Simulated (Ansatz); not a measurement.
Species: C₂H₆SSi, SMILES `C=[SiH]SC` (C–Si–S–C torsion 0°) (charge 0, multiplicity 1).

Give a relaxed geometry from PBE0-D3(BJ)/def2-TZVP in Ansatz (a first-principles code).

One answer among several that fit: the end point of this relaxation, one of several conformers (outside a Z-matrix the atoms follow the SMILES, hydrogens last).
Bonds (Å): C1–Si2 1.697, C1–H5 1.084, C1–H6 1.082, Si2–S3 2.097, Si2–H7 1.477, S3–C4 1.815, C4–H8 1.089, C4–H9 1.089, C4–H10 1.089. Angles (°): Si2–C1–H5 119.6, Si2–C1–H6 124.3, H5–C1–H6 116.1, C1–Si2–S3 125.9, C1–Si2–H7 124.1, S3–Si2–H7 110.0, Si2–S3–C4 99.5, S3–C4–H8 110.6, S3–C4–H9 106.5, S3–C4–H10 110.6, H8–C4–H9 109.5, H8–C4–H10 110.1, H9–C4–H10 109.5.
